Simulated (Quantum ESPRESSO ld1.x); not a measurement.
Results of a calculation; reference values are marked as such.
The table gives one normalised radial function P(r) = r R(r) of Cl in [Ne] 3s2 3p5 (r in bohr). Code: ld1.x of Quantum ESPRESSO 7.5. Model: scalar-relativistic Kohn-Sham, LDA (Slater exchange, VWN5 correlation), spin-polarised, spherical densities, point nucleus; open shells are filled with parallel spins first.

r	P
0.003329	0.0005
0.003783	0.0007
0.004265	0.0008
0.004809	0.0011
0.005422	0.0013
0.006163	0.0017
0.006949	0.0021
0.007835	0.0027
0.008904	0.0034
0.01004	0.0043
0.01132	0.0054
0.01276	0.0067
0.01451	0.0085
0.01636	0.0106
0.01844	0.0133
0.02096	0.0168
0.02363	0.0208
0.02664	0.0257
0.03004	0.0318
0.03414	0.0396
0.0385	0.0485
0.0434	0.0591
0.04933	0.0727
0.05562	0.0876
0.06271	0.1050
0.07071	0.1250
0.08036	0.1492
0.09061	0.1745
0.1022	0.2021
0.1161	0.2333
0.1309	0.2634
0.1476	0.2929
0.1664	0.3203
0.1892	0.3447
0.2133	0.3605
0.2405	0.3665
0.2733	0.3590
0.3081	0.3359
0.3474	0.2951
0.3917	0.2349
0.4452	0.1492
0.502	0.0497
0.566	-0.0651
0.6433	-0.1994
0.7253	-0.3295
0.8177	-0.4560
0.922	-0.5707
1.048	-0.6711
1.181	-0.7372
1.332	-0.7718
1.514	-0.7722
1.707	-0.7406
1.925	-0.6828
2.17	-0.6058
2.466	-0.5108
2.781	-0.4177
3.135	-0.3274
3.564	-0.2401
4.018	-0.1705
4.53	-0.1147
5.108	-0.0726
5.805	-0.0414
6.546	-0.0227

Which n and l does it have? It may be an empty orbital.

Answer. n = 3, l = 1: the number of nodes gives n - l - 1 = 1, the rise at small r (about r^(l+1)) gives l, and the extent must fit the shell. The curve is that of 3p up; the table hardly tells the two spins apart. 3p up: eigenvalue -9.069 eV, 1 radial node at r = 0.530 bohr, <r> = 1.83 bohr, 90 % of the charge inside 2.91 bohr.
